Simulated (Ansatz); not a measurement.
Coupled-cluster run, C₂H₆F₂Ge, SMILES `[CH3][GeH2][CH](F)F`.

```yaml
crystal:
  periodic: [false, false, false]
  atoms:
    - {symbol: C, position_ang: [-1.240722, 0.227328, 1.083921]}
    - {symbol: Ge, position_ang: [0.561960, -0.261096, 0.530427]}
    - {symbol: C, position_ang: [0.682397, -0.078303, -1.456113]}
    - {symbol: F, position_ang: [1.959823, -0.279451, -1.885567]}
    - {symbol: F, position_ang: [0.323639, 1.187172, -1.826316]}
    - {symbol: H, position_ang: [-1.973589, -0.446997, 0.638917]}
    - {symbol: H, position_ang: [-1.461796, 1.246525, 0.765323]}
    - {symbol: H, position_ang: [-1.332726, 0.171215, 2.169111]}
    - {symbol: H, position_ang: [0.885793, -1.724736, 0.877763]}
    - {symbol: H, position_ang: [1.621745, 0.672711, 1.133967]}
    - {symbol: H, position_ang: [0.038777, -0.771367, -2.010732]}
basis:
  gaussian: {orbitals: def2-TZVPP}
correlation: {method: ccsd_t}
```

```sh
$ ansatz run in.yaml --threads 4 --pin off --events-out ev --progress --plain --max-ram 10444MiB
```

The program prints (abridged):

```
Functional definition: HF
1571 factors; integrals over basis functions are off by at most 1.1e-3 eV
mean field evaluation 1: about -64040.6952 eV, gradient 3.8e1 eV
mean field evaluation 2: about -64040.8691 eV, gradient 3.8e1 eV
mean field evaluation 4: about -64044.1286 eV, gradient 3.9e0 eV
mean field evaluation 8: about -64044.1827 eV, gradient 2.4e-1 eV
mean field -64044.18297094 eV, -2353.5803134756 hartree, gradient 1.8e-6 eV, S^2 0.000000; 0 other end points of the search recorded, 0 dependent functions left out
13 core orbitals not correlated: weight in the atoms' cores, before any rotation towards them, 1.000 or more for the frozen orbitals, at most 0.000 for the correlated occupied ones
reference -64044.18297094 eV, -2353.5803134756 hartree; 21, 21 occupied and 222, 222 virtual orbitals, 1571 factors
second order -30.05979123 eV of doubles, -0.00000000 eV of singles
cycle   1  -30.01278162 eV  change    4.7e-2 eV  update   1.2e-1
cycle   2  -30.75662464 eV  change   -7.4e-1 eV  update   3.3e-2
cycle   3  -30.89901281 eV  change   -1.4e-1 eV  update   1.7e-2
cycle   4  -30.88266124 eV  change    1.6e-2 eV  update   3.7e-3
cycle   5  -30.88076333 eV  change    1.9e-3 eV  update   1.7e-3
cycle   6  -30.88177084 eV  change   -1.0e-3 eV  update   4.7e-4
cycle   7  -30.88155901 eV  change    2.1e-4 eV  update   1.9e-4
cycle   8  -30.88145650 eV  change    1.0e-4 eV  update   5.7e-5
cycle   9  -30.88147325 eV  change   -1.7e-5 eV  update   2.0e-5
perturbative correction -1.04442645 eV, -0.0383819640 hartree
Total energy: -64076.10887063 eV, -2354.7535686492 hartree
```

It took 5.2 min on 4 threads of an Arm Neoverse V2 on a shared host, with 6.3 GiB of host memory at the peak.

MP2 recovers 94.2 % of the CCSD(T) correlation energy and the triples give 3.3 %; T1 = 0.0116.
